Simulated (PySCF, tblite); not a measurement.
Rigid-rotor lines calculated for a species of formula C5H10OSSi2 (commonest isotopes; PBE0/pcSseg-1 in PySCF (dipole) on a GFN2-xTB geometry, gas phase), labelled J(Ka,Kc):

| transition | MHz |
| --- | --- |
| 2(1,2) ← 1(1,1) | 2612.5 |
| 2(1,1) ← 1(1,0) | 2930.8 |
| 2(0,2) ← 1(0,1) | 2745.8 |
| 1(1,1) ← 0(0,0) | 2034.3 |
| 1(0,1) ← 0(0,0) | 1385.8 |

Task: Find the rotational constants.

Result: 1(0,1) ← 0(0,0) is B + C, 2(1,1) ← 1(1,0) is 3B + C and 2(1,2) ← 1(1,1) is B + 3C, so B − C is half the difference of the last two, 159.2 MHz. 1(1,1) ← 0(0,0) is A + C. A = 1420.9, B = 772.5, C = 613.3 MHz.

Task: What moments of inertia, asymmetry and inertial defect follow?

Result: I = 505379 MHz·u·Å² over each constant: Ia = 355.67, Ib = 654.23, Ic = 823.99 u·Å²; κ = (2B − A − C)/(A − C) = -0.606 (asymmetric top); Δ = Ic − Ia − Ib = -185.92 u·Å².

Task: Which dipole components do these lines need?

Result: μa and μb (a-type: ΔKa even, ΔKc odd; b-type: both odd). The calculation gives |μa| = 0.45 D, |μb| = 0.36 D, |μc| = 0.24 D.

Task: Where do these fall, and of which type are they? 2(2,0) ← 1(1,0); 2(2,1) ← 2(1,2); 1(1,0) ← 0(0,0); 2(1,1) ← 2(0,2); 2(0,2) ← 1(1,1); 2(1,1) ← 2(1,2); 2(2,0) ← 2(1,1); 1(1,1) ← 1(0,1); 2(2,1) ← 1(1,0).

Result: 
```csv
transition,MHz,type,branch
"2(1,1) ← 2(1,2)",477,a,Q
"1(1,1) ← 1(0,1)",648,c,Q
"2(1,1) ← 2(0,2)",993,b,Q
"2(2,0) ← 2(1,1)",1971,b,Q
"2(0,2) ← 1(1,1)",2097,b,R
"1(1,0) ← 0(0,0)",2193,c,R
"2(2,1) ← 2(1,2)",2423,b,Q
"2(2,1) ← 1(1,0)",4876,b,R
"2(2,0) ← 1(1,0)",4902,c,R
```

Task: Which structure gave them?

Result: `c1ccsc1C[SiH2]O[SiH3]`, point group C1. Three constants can't fix a structure by themselves; this is the one that was computed:
```xyz
19
C5H10OSSi2 angstrom
Si     2.280    1.306   -0.790
O      2.016   -0.298   -0.782
Si     1.329   -1.745   -0.593
C     -0.056   -1.640    0.728
C     -0.917   -0.456    0.498
C     -1.879   -0.279   -0.448
C     -2.467    1.006   -0.415
C     -1.942    1.796    0.553
S     -0.716    0.981    1.449
H      2.583    1.697    0.584
H      1.075    1.960   -1.297
H      3.419    1.472   -1.690
H      0.757   -2.105   -1.889
H      2.392   -2.637   -0.136
H      0.382   -1.583    1.724
H     -0.661   -2.548    0.688
H     -2.164   -1.048   -1.145
H     -3.248    1.323   -1.084
H     -2.194    2.807    0.804
```

The values belong to one conformer (point group C1) with, in the numbering `[SiH3:1][O:2][SiH2:3][CH2:4][c:5]1[cH:6][cH:7][cH:8][s:9]1`, Si1–O2–Si3–C4 -23°, O2–Si3–C4–C5 46°, Si3–C4–C5–C6 76°. Its GFN2-xTB frequencies are all real (lowest 18 cm⁻¹). These are rigid-rotor constants of the computed structure; measured ground-state constants (B0) also hold zero-point vibration. A rigid rotor knows nothing of internal rotation, which can split or shift real lines.

Time: 46 s; peak memory 1.0 GiB. Hardware: an Arm Neoverse V2 with one thread, shared host with 96 logical CPUs at a one-minute load of 41. This is the PBE0/pcSseg-1 job that gave the dipole, with the shieldings it also computed.
